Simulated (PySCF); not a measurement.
## Where the electron goes

Compound: B(OH)3.
Geometry (PBE0-D3(BJ)/def2-SVP, Å), atoms numbered from 1 in this order:
```
atom  x, y, z in Å
B1     0.179   -0.129   -0.077
O2     1.499   -0.207   -0.387
H3     1.936    0.636   -0.242
O4    -0.315    1.070    0.378
H5    -1.252    1.078    0.582
O6    -0.561   -1.264   -0.245
H7    -1.487   -1.183   -0.011
```

Method used: TDDFT CAM-B3LYP/def2-SVPD, vertical, gas phase, core orbitals frozen in the response in PySCF.

Kohn–Sham orbitals with the atoms that hold most of them (Löwdin shares over 4%, at most four atoms; ? is withheld):

```json
{"orbital": "LUMO+2", "ε (eV)": "2.07", "atoms": "O4 32%, O6 29%, H5 17%, H7 12%"}
{"orbital": "LUMO+1", "ε (eV)": "1.48", "atoms": "O2 27%, O4 22%, H3 15%, B1 13%"}
{"orbital": "LUMO", "ε (eV)": "0.09", "atoms": "?"}
{"orbital": "HOMO", "ε (eV)": "-10.87", "atoms": "?"}
{"orbital": "HOMO-1", "ε (eV)": "-11.17", "atoms": "O4 47%, O6 38%, B1 8%"}
{"orbital": "HOMO-2", "ε (eV)": "-11.68", "atoms": "O6 46%, O4 40%, B1 6%"}
{"orbital": "HOMO-3", "ε (eV)": "-12.20", "atoms": "O2 75%, B1 8%, O4 7%, H3 6%"}
```

**Question.** Which atoms hold the HOMO, and with what shares?

**Answer.** O2 (bonded to B and H) 60%; O6 (bonded to B and H) 20%; B1 (bonded to 3 O) 8%; O4 (bonded to B and H) 7%. By element: oxygen 87%, boron 8%.

**Question.** Give the leading atoms of the LUMO.

**Answer.** B1 (bonded to 3 O) 46%; O4 (bonded to B and H) 14%; O6 (bonded to B and H) 12%; H5 (bonded to O) 11%. By element: boron 46%, oxygen 26% or more, hydrogen 11% or more.

**Question.** The HOMO–LUMO gap is 10.96 eV. Where does the response calculation put the lowest singlet, and from which orbitals?

**Answer.** S1 is at 7.69 eV (f = 0.0001), 3.27 eV below the gap, made of HOMO-1→LUMO (85%). Its leading pair isn't HOMO and LUMO; the energies of that pair differ by 11.26 eV. Without the coupling terms of the response equations the lowest excitation would equal the gap.

**Question.** Give energy, strength and leading configuration of S1, S2, S3, S4 and S6, and follow the Löwdin shares of the leading atoms from the occupied to the empty orbital.

**Answer.** 
- S1 (7.69 eV, f 0.0001), HOMO-1→LUMO (85%): O4 47% → 14%, O6 38% → 12%, B1 8% → 46%
- S2 (7.85 eV, f 0.0017), HOMO→LUMO (83%): O2 60% → at most 12%, O6 20% → 12%, B1 8% → 46%, O4 7% → 14%
- S3 (8.32 eV, f 0.027), HOMO-2→LUMO (93%): O6 46% → 12%, O4 40% → 14%, B1 6% → 46%
- S4 (8.90 eV, f 0.056), HOMO→LUMO+1 (77%): O2 60% → 27%, O6 20% → at most 13%, O4 7% → 22%
- S6 (9.64 eV, f 0.0085), HOMO-1→LUMO+1 (78%): O4 47% → 22%, O6 38% → at most 13%, O2 at most 4% → 27%

One conformer stands for the species.
